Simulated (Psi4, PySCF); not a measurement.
C$_{2}$H$_{10}$FNOSi$_{2}$, singlet, at a GFN2-xTB geometry, atoms displaced at random by about 0.08 Å a coordinate. Base run: PySCF with R2SCAN/STO-3G, gradient.

PySCF was given this input:
```python
from pyscf import gto, scf, dft

mol = gto.Mole()
mol.atom = '''
    Si    1.868961    1.059184    0.273349
    F     1.102832    2.601823   -0.017124
    O     0.855643    0.041733    0.584473
    Si   -0.257736   -0.997268    0.829089
    N    -1.281545   -0.952043   -0.540484
    C    -1.592289    0.280634   -1.147983
    C    -2.142660   -1.963258   -0.885333
    H     2.266692    0.867090   -1.218583
    H     3.034054    1.403692    1.133759
    H    -0.849520   -0.753992    2.233404
    H     0.273587   -2.438491    0.737293
    H    -0.947191    0.955998   -0.899588
    H    -1.726122    0.124403   -2.272705
    H    -2.637574    0.576096   -0.957290
    H    -2.428109   -2.173596   -2.061208
    H    -1.734257   -2.852721   -0.422109
    H    -3.228831   -1.838691   -0.457523
'''
mol.basis = 'sto-3g'
mol.charge = 0
mol.spin = 0
mol.verbose = 4
mol.build()

mf = dft.RKS(mol)
mf.xc = 'r2scan'
mf.kernel()
g = mf.nuc_grad_method()
grad = g.kernel()
```

Programs used: Psi4, PySCF; a row that names a program was run with it.

The coordinate followed is z of atom 6.

The base run was repeated with changes; each row names its change, and settings that it needs were set with it.

| change | dE/dx (Eh/bohr) | net force (Eh/bohr) |
|---|---|---|
| base | 0.094843 | 0.006148 |
| finite difference step (bohr) = 0.01; conv_tol = 1e-11 | 0.094798 | - |
| density fitting = on | 0.094829 | 0.006147 |
| grids.level = 5; grid_response = off | 0.094854 | 0.001235 |
| grids.level = 0; grid_response = on | 0.095064 | 0.000000 |
| finite difference step (bohr) = 0.2; conv_tol = 1e-11 | … | - |
| finite difference step (bohr) = 1e-5; conv_tol = 1e-11 | 0.094822 | - |
| finite difference step (bohr) = 0.05; conv_tol = 1e-11 | 0.094225 | - |
| code = psi4 | 0.094863 | 0.004678 |
| finite difference step (bohr) = 1e-4; conv_tol = 1e-11 | 0.094822 | - |
| grid_response = on | 0.094822 | 0.000000 |
| conv_tol = 1e-4 | 0.094843 | 0.006152 |

Task: What belongs in the gaps?

Result: 
- finite difference step (bohr) = 0.2; conv_tol = 1e-11, dE/dx (Eh/bohr): 0.085229

The net force is zero for an exact gradient.
